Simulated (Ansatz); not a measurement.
Consider the ligand exchange at the Si–C bond: `[SiH3]CN[SiH2]Cl` + `O[Si]1(O)CO1` → `O[Si]1(O[SiH3])CO1` + `CN[SiH2]Cl`.

Gas-phase electronic energies from Ansatz, PBE0-D4/def2-TZVP geometries. CCSD(T)/CBS is the MP2 limit (def2-TZVPP, def2-QZVPP) plus CCSD(T) − MP2 in def2-TZVPP, frozen cores. Functionals use def2-TZVPP. B3LYP here is the variant with VWN-RPA as its local correlation; programs differ in this. Each species was taken in one conformer, which may not be the lowest.

`[SiH3]CN[SiH2]Cl`:

```xyz
13

Si    0.454   -0.014   -2.146
C    -0.210    0.572   -0.480
N     0.369   -0.196    0.614
Si   -0.439   -0.493    2.081
Cl   -0.722    1.189    3.257
H     0.016   -1.407   -2.414
H    -0.017    0.878   -3.240
H     1.943    0.019   -2.102
H    -1.296    0.424   -0.480
H    -0.055    1.654   -0.366
H     1.378   -0.200    0.620
H    -1.800   -0.988    1.780
H     0.378   -1.438    2.873
```

`O[Si]1(O)CO1`:

Z-matrix (Å, degrees):
```
Si
O 1 1.619
C 1 1.792 2 125.8
O 1 1.619 2 103.9 3 -157.5
O 1 1.634 2 120.6 3 63.6
H 2 0.958 1 116.8 3 -28.9
H 3 1.089 1 123.5 2 7.4
H 3 1.089 1 123.5 2 -159.9
H 4 0.958 1 116.7 2 -172.8
```

`O[Si]1(O[SiH3])CO1`:

Cartesian coordinates in Å:
```
O 2.014 -1.370 -0.318
Si 0.583 -0.612 -0.385
O 0.505 0.276 0.951
Si -0.504 1.205 1.858
C -0.376 -0.287 -1.860
O -0.736 -1.420 -0.907
H 2.171 -2.046 -0.980
H -1.222 0.350 2.833
H -1.484 1.896 0.982
H 0.324 2.205 2.572
H -0.112 -0.663 -2.846
H -1.162 0.465 -1.900
```

`CN[SiH2]Cl`:

Cartesian coordinates in Å:
```
C -1.181 -0.747 0.203
N -0.219 -0.066 -0.641
Si 1.059 0.878 -0.045
Cl 2.550 -0.189 0.927
H -0.863 -1.755 0.492
H -2.151 -0.819 -0.294
H -1.329 -0.172 1.121
H -0.102 -0.494 -1.546
H 1.706 1.552 -1.191
H 0.530 1.811 0.974
```

| level | ΔE (kcal/mol) | difference from CCSD(T)/CBS |
| --- | --- | --- |
| r2SCAN-D4 | -27.3 | 0.7 |
| ωB97M-V | -27.4 | 0.6 |
| B2PLYP | -28.9 | -0.9 |
| PBE | -24.2 | 3.8 |
| r2SCAN | -27.4 | 0.6 |
| PBE0 | -25.8 | 2.2 |
| B3LYP | -28.7 | -0.7 |
| SCS-MP2/def2-TZVPP | -29.5 | -1.5 |
| CCSD/def2-TZVPP | -28.8 | -0.8 |
| CCSD(T)/def2-TZVPP | -28.0 | 0.0 |
| HF/def2-QZVPP | -34.3 | -6.3 |
| MP2/def2-QZVPP | -28.5 | -0.5 |
| SCS-MP2/def2-QZVPP | -29.6 | -1.6 |
| HF/CBS(def2) | -34.4 | -6.4 |
| MP2/CBS(def2) | -28.3 | -0.3 |
| CCSD/CBS(def2) | -28.9 | -0.9 |
| CCSD(T)/CBS | -28.0 | 0 |

Largest T1 diagnostic among the species: 0.012.

From PBE to PBE0 (25 % exact exchange), in def2-TZVPP and without D4, ΔE moves by −1.6 kcal/mol. In def2-TZVPP, CCSD(T) changes the Hartree–Fock value by +5.9 kcal/mol (the triples alone add +0.8 kcal/mol) and MP2 by +5.6 kcal/mol.
